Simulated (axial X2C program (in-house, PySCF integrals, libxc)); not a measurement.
**Which molecule has these constants?**

Computed with an axial X2C code built on PySCF integrals, spin-free (one-electron X2C) or two-component (2c: spin–orbit coupling with atomic mean-field Coulomb and Gaunt terms, which also bring small scalar terms), in Dyall basis sets with cores contracted in-house; open shells are unrestricted.

A two-component PBE0 calculation in a Dyall 3-zeta basis gave Re = 2.231 Å, ωe = 463.2 cm⁻¹, Ω = 1.

Problem. Which molecule is it?
A. SnCl⁺
B. SrCl⁺
C. ZrCl⁺
D. ICl⁺
E. RbCl⁺

Solution. C. The others have RbCl⁺ 3.437 Å and 76.7 cm⁻¹ (Ω = 3/2); ICl⁺ 2.241 Å and 447.7 cm⁻¹ (Ω = 3/2); SnCl⁺ 2.265 Å and 427.1 cm⁻¹ (Ω = 0); SrCl⁺ 2.455 Å and 370.8 cm⁻¹ (Ω = 0).

Each entry is the lowest single determinant of a limited PBE0 search at one distance. De goes to single-determinant-based atoms at the same level (for ions the charge split of lowest energy) and is withheld (n/a) where an atom does not fit its ground term or J level. Main or longest-lived isotopes. One determinant is a doubtful description, or other states lie close, for ZrCl⁺, RbCl⁺; these need not be ground states, and all values refer to the states named. With several unpaired electrons the Ω given is that of one determinant, not necessarily of the lowest component. Some light 2c atoms are not at their ground J level, so De misses part of their lowering (0.04 eV or less). The functionals have no current term, which raises determinants with orbital currents. Where the atoms have a lower orbital projection than the molecule, De at mean-field level may be about a tenth of an eV too small.
